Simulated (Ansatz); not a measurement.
H$_{4}$NO$_{2}$Si, SMILES `N[Si](O)O` radical, relaxed with UKS PBE0-D4/def2-TZVP in Ansatz 0.2.0 from a PBE-D4/def2-SVP geometry. The force threshold is 0.005 eV/Å; the program also tests the step.

Charge 0, multiplicity 2.

Start:

```xyz
8

N    -0.540   -1.247   -0.325
Si   -0.146    0.329    0.278
O     1.346    0.091    1.043
O    -0.110    1.277   -1.124
H    -0.447   -2.056    0.292
H    -1.323   -1.352   -0.974
H     1.506    0.742    1.750
H    -0.287    2.216   -0.941
```

(1) By how much does the energy fall, and how many steps does the optimiser take? (Best estimate.)

(2) Which bonds change most? (An estimate is asked.)

(3) Give the relaxed structure. (An estimate is asked.)

Answers

(1) Computed: 0.09 eV, in 8 steps, 2 of them rejected.

(2) The calculation gave: Si2–O3 from 1.693 to 1.651 Å; Si2–O4 from 1.693 to 1.651 Å; N1–Si2 from 1.733 to 1.700 Å; N1–H6 from 1.022 to 1.006 Å.

(3) Ansatz gave: 
```xyz
8

N    -0.563   -1.224   -0.294
Si   -0.143    0.323    0.273
O     1.306    0.099    1.032
O    -0.116    1.261   -1.085
H    -0.435   -2.038    0.283
H    -1.285   -1.343   -0.984
H     1.514    0.727    1.725
H    -0.279    2.195   -0.949
```
